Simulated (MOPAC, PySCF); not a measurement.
Constitutional and geometric isomers with formula CH5BSi. Isolated molecules, 0 K electronic values unless said otherwise. One relaxed conformer stands for each flexible species; it need not be the lowest. Strings in code marks are SMILES.

Quantity: electronic energy of isomers of CH5BSi relative to `[H]/B=C\[SiH3]`, in kcal/mol. Semi-empirical values (MOPAC) are differences of heats of formation.

Level 1: B3LYP/3-21G // r2SCAN-D4/def2-TZVP (PySCF)
Level 2: PBE/6-31G* // r2SCAN-D4/def2-TZVP (PySCF)
Level 3: HF/3-21G // r2SCAN-D4/def2-TZVP (PySCF)
Level 4: PM6 // r2SCAN-D4/def2-TZVP (MOPAC)

```tsv
species	level 1	level 2	level 3	level 4
`C=B[SiH3]`	-0.06	6.27	0.80	38.8
`B[SiH]=C`	[?]	10.4	11.5	63.2
`B1C[SiH2]1`	6.95	3.22	14.9	42.9
`[H]/B=[SiH]/C`	17.0	24.1	[?]	[?]
`CB=[SiH2]`	7.46	[?]	12.9	[?]
```

Problem. Complete the blanks.

Solution. 
- `B[SiH]=C`, level 1: 5.90
- `[H]/B=[SiH]/C`, level 3: 18.9
- `[H]/B=[SiH]/C`, level 4: 77.9
- `CB=[SiH2]`, level 2: 12.0
- `CB=[SiH2]`, level 4: 59.6
